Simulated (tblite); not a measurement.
Compound: C6H13BO2.
SMILES with atom numbers: `[CH2:1]=[C:2]([CH3:3])[CH2:4][O:5][B:6]([CH3:7])[O:8][CH3:9]` (hydrogens: H10, H11 on C1; H12, H13, H14 on C3; H15, H16 on C4; H17, H18, H19 on C7; H20, H21, H22 on C9)

Computed with GFN2-xTB (tblite), gas phase: L-BFGS steps from a force-field or distance-geometry start until the largest atomic force falls under 0.01 eV/Å.

Step 3: E = -785.4820 eV
```
atom  x, y, z in Å  |  force x, y, z in eV/Å
C1     -2.5250   -0.8423    1.2831   -0.133  -0.314   0.429
C2     -2.2654    0.0260    0.3355    0.169   0.516  -0.418
C3     -3.3402    0.7922   -0.3856    0.224  -0.177   0.213
C4     -0.8640    0.2877   -0.1210   -0.021   0.030  -0.082
O5      0.0777   -0.5013    0.5814   -0.472  -0.159  -0.299
B6      1.3283   -0.3175    0.1474    0.545  -0.323  -0.371
C7      2.3128   -1.5386   -0.0731    0.120  -0.178   0.028
O8      1.6798    0.8727   -0.4278    0.514   0.664   0.179
C9      3.0737    1.1613   -0.4240   -0.247  -0.087   0.022
H10    -1.7301   -1.3815    1.7603   -0.008  -0.093   0.073
H11    -3.5324   -1.0241    1.6035   -0.109  -0.093   0.120
H12    -2.9598    1.7060   -0.8246    0.074   0.069  -0.066
H13    -3.7204    0.1485   -1.1699   -0.235   0.072  -0.193
H14    -4.1346    1.0368    0.3107   -0.161  -0.013  -0.073
H15    -0.7233    0.0268   -1.1876   -0.411   0.219   0.129
H16    -0.5909    1.3427   -0.0128   -0.168   0.121   0.020
H17     2.4606   -1.5218   -1.1645    0.166  -0.260   0.364
H18     3.2735   -1.4461    0.4163    0.143  -0.105  -0.011
H19     1.8876   -2.4924    0.1945   -0.111  -0.181   0.080
H20     3.3018    2.0637   -0.9871   -0.364   0.158   0.053
H21     3.6248    0.3414   -0.8853    0.136   0.053   0.082
H22     3.3551    1.2791    0.6290    0.348   0.085  -0.276
```

Step 4: E = -785.5391 eV
```
atom  x, y, z in Å  |  force x, y, z in eV/Å
C1     -2.5265   -0.8431    1.2866   -0.037  -0.084   0.175
C2     -2.2646    0.0316    0.3370    0.079   0.105  -0.067
C3     -3.3367    0.7895   -0.3830    0.029  -0.037  -0.016
C4     -0.8656    0.2887   -0.1205   -0.063   0.161  -0.098
O5      0.0746   -0.4995    0.5657    0.233  -0.321  -0.311
B6      1.3457   -0.3268    0.1264   -0.442   0.099   0.039
C7      2.3127   -1.5413   -0.0671    0.266  -0.392   0.047
O8      1.6889    0.8845   -0.4123    0.116   0.225   0.127
C9      3.0656    1.1586   -0.4258    0.290   0.220  -0.048
H10    -1.7320   -1.3843    1.7623   -0.001  -0.075   0.068
H11    -3.5334   -1.0267    1.6067   -0.116  -0.080   0.109
H12    -2.9585    1.7060   -0.8258    0.050   0.009  -0.020
H13    -3.7281    0.1532   -1.1743   -0.125   0.100  -0.083
H14    -4.1373    1.0350    0.3063   -0.133  -0.004  -0.042
H15    -0.7354    0.0342   -1.1828   -0.398   0.184  -0.099
H16    -0.5963    1.3432   -0.0130   -0.134   0.196   0.041
H17     2.4661   -1.5306   -1.1481    0.212  -0.277   0.010
H18     3.2765   -1.4505    0.4125    0.175  -0.104   0.087
H19     1.8857   -2.4962    0.1947   -0.112  -0.155   0.133
H20     3.2906    2.0688   -0.9833   -0.328   0.081   0.022
H21     3.6309    0.3435   -0.8806    0.064   0.053   0.000
H22     3.3667    1.2817    0.6170    0.374   0.099  -0.077
```

Step 5: E = -785.5783 eV
```
atom  x, y, z in Å  |  force x, y, z in eV/Å
C1     -2.5275   -0.8423    1.2890   -0.058  -0.135   0.225
C2     -2.2647    0.0344    0.3411    0.074   0.008  -0.048
C3     -3.3341    0.7873   -0.3821   -0.131   0.069  -0.114
C4     -0.8676    0.2923   -0.1212   -0.081   0.146  -0.022
O5      0.0798   -0.5023    0.5467    0.149  -0.358  -0.274
B6      1.3503   -0.3310    0.1096   -0.454   0.204   0.215
C7      2.3165   -1.5495   -0.0610    0.194  -0.296   0.045
O8      1.6959    0.8944   -0.3962   -0.085  -0.027   0.045
C9      3.0646    1.1602   -0.4279    0.503   0.294  -0.028
H10    -1.7337   -1.3878    1.7650   -0.029  -0.028   0.041
H11    -3.5358   -1.0299    1.6109   -0.040  -0.050   0.069
H12    -2.9569    1.7057   -0.8269    0.034  -0.036   0.019
H13    -3.7362    0.1590   -1.1786   -0.029   0.093  -0.011
H14    -4.1412    1.0333    0.3018   -0.081   0.002  -0.037
H15    -0.7513    0.0431   -1.1810   -0.370   0.162  -0.257
H16    -0.6026    1.3465   -0.0126   -0.087   0.223   0.069
H17     2.4741   -1.5423   -1.1347    0.239  -0.297  -0.244
H18     3.2817   -1.4559    0.4106    0.196  -0.110   0.183
H19     1.8827   -2.5016    0.1969   -0.097  -0.156   0.179
H20     3.2767    2.0744   -0.9799   -0.247   0.105  -0.064
H21     3.6369    0.3461   -0.8768    0.008   0.065  -0.081
H22     3.3821    1.2855    0.6058    0.393   0.121   0.092
```

Q: Estimate the geometry and energy of step 6. (The exact step hangs on the optimiser's Hessian estimate; all steps are aligned on step 5, rigid shifts and turns removed.)

A: E = -785.6434 eV, largest force 0.608 eV/Å
```
atom  x, y, z in Å  |  force x, y, z in eV/Å
C1     -2.5304   -0.8429    1.2974   -0.020  -0.015   0.066
C2     -2.2639    0.0383    0.3480   -0.131  -0.243   0.134
C3     -3.3327    0.7851   -0.3826   -0.281   0.159  -0.169
C4     -0.8721    0.3010   -0.1227   -0.097   0.053   0.013
O5      0.0847   -0.5154    0.5080   -0.002  -0.259  -0.271
B6      1.3553   -0.3351    0.0845   -0.264   0.191   0.414
C7      2.3261   -1.5680   -0.0501    0.031  -0.032  -0.020
O8      1.7072    0.9117   -0.3681   -0.166  -0.413  -0.018
C9      3.0730    1.1679   -0.4308    0.474   0.303   0.051
H10    -1.7371   -1.3947    1.7710   -0.058   0.032   0.021
H11    -3.5409   -1.0368    1.6199    0.063  -0.006   0.009
H12    -2.9533    1.7047   -0.8285    0.005  -0.072   0.069
H13    -3.7507    0.1710   -1.1867    0.117   0.054   0.076
H14    -4.1497    1.0303    0.2930    0.001   0.025  -0.020
H15    -0.7877    0.0625   -1.1838   -0.297   0.168  -0.384
H16    -0.6155    1.3574   -0.0100    0.006   0.157   0.118
H17     2.4935   -1.5698   -1.1175    0.241  -0.327  -0.453
H18     3.2956   -1.4680    0.4124    0.108  -0.136   0.278
H19     1.8750   -2.5152    0.2053   -0.008  -0.057   0.216
H20     3.2473    2.0879   -0.9765   -0.054   0.166  -0.204
H21     3.6474    0.3523   -0.8726   -0.055   0.087  -0.222
H22     3.4184    1.2950    0.5889    0.387   0.164   0.296
```

The energy changes by -0.0651 eV. The first-order estimate −F·Δx gives -0.0904 eV and the mean of the old and new forces, exact on a quadratic surface, -0.0651 eV. The step makes an angle of 56° with the force vector and moves no atom by more than 0.041 Å.

What follows is the cost of the whole relaxation. On one thread, Arm Neoverse N1 (aarch64), shared host, this took 1.8 s.
